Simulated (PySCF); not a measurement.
C3H2F3, multiplicity 2. Atoms are numbered in the order given.

```xyz
8

C     -0.1441    -2.1383     0.0000
C      0.5832    -1.0474     0.0000
C      0.0066     0.3381     0.0000
F     -1.3221     0.3381     0.0000
F      0.4184     1.0187     1.0749
F      0.4184     1.0187    -1.0749
H      0.0097    -3.2161     0.0000
H      1.6838    -1.0775     0.0000
```
Charge 0, spin multiplicity 2.

Geometry: PBE0-D3(BJ)/def2-SVP. The isomer is the one that the SMILES or the coordinates give; other isomers of the formula were not compared.

Level of theory: PBE/def2-TZVP (PySCF).

ESP charges are fitted to the potential on shells at 1.4 to 2.0 van der Waals radii. Atomic charges (e):

| atom | Löwdin | ESP fit | Mulliken spin |
|---|---|---|---|
| C1 | -0.02 | -0.19 | 0.99 |
| C2 | ? | -0.25 | -0.11 |
| C3 | -0.75 | 0.55 | 0.03 |
| F4 | ? | -0.15 | 0.00 |
| F5 | ? | -0.18 | 0.00 |
| F6 | ? | -0.18 | 0.00 |
| H7 | ? | 0.21 | 0.01 |
| H8 | 0.17 | 0.18 | 0.08 |

### Question
Some entries are withheld; supply them. (Estimate from the structure and the level; the computed values follow.)

### Answer

- C2, Löwdin: -0.21
- F4, Löwdin: 0.24
- F5, Löwdin: 0.22
- F6, Löwdin: 0.22
- H7, Löwdin: 0.13

Computed Mayer and Wiberg (Löwdin basis) orders of the bonds:
```tsv
bond	Mayer	Wiberg
C1–C2	2.02	2.34
C2–C3	0.99	1.15
C3–F4	1.21	1.80
C3–F5	1.17	1.78
C3–F6	1.17	1.78
C1–H7	0.94	0.93
C2–H8	0.90	0.80
```
